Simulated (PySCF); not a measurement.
Species: C$_{2}$H$_{9}$O$_{2}$Si, charge 1, multiplicity 1. It need not be the lowest isomer of its formula. 
Structure (B3LYP-D3(BJ)/def2-TZVP (Ansatz) minimum search):
```xyz
14

Si     0.0024     0.5820     0.5390
O     -1.1070    -0.6033    -0.2829
C     -2.5819    -0.4535    -0.3717
O      1.4253    -0.1032     0.3607
C      2.4878     0.0612    -0.6060
H     -0.4631     0.5531     1.9251
H     -0.2918     1.7857    -0.2466
H     -2.9097    -1.0356    -1.2266
H     -3.0254    -0.7975     0.5582
H     -2.7634     0.6039    -0.5365
H      2.6256    -0.8850    -1.1237
H      2.2450     0.8478    -1.3203
H      3.3916     0.3188    -0.0607
H     -0.8235    -1.5321    -0.2708
```
Charge +1, spin multiplicity 1.

Dispersion corrections to the total energy (kcal/mol) from the dftd3 and dftd4 libraries through PySCF: D3(BJ) without and D4 with the three-body term, each with the damping fitted for the functional named.

```tsv
functional	D3(BJ)	D4
LC-wPBE	-5.49	-5.50
revPBE	___	-16.10
PW6B95	-2.95	-4.24
CAM-B3LYP	___	-4.22
HF	-44.50	-18.06
B2PLYP	___	-3.48
B2GP-PLYP	-3.61	-2.10
```

Question: Some entries are withheld; supply them.

Answer: 
- revPBE, D3(BJ): -14.72
- CAM-B3LYP, D3(BJ): -4.57
- B2PLYP, D3(BJ): -4.65
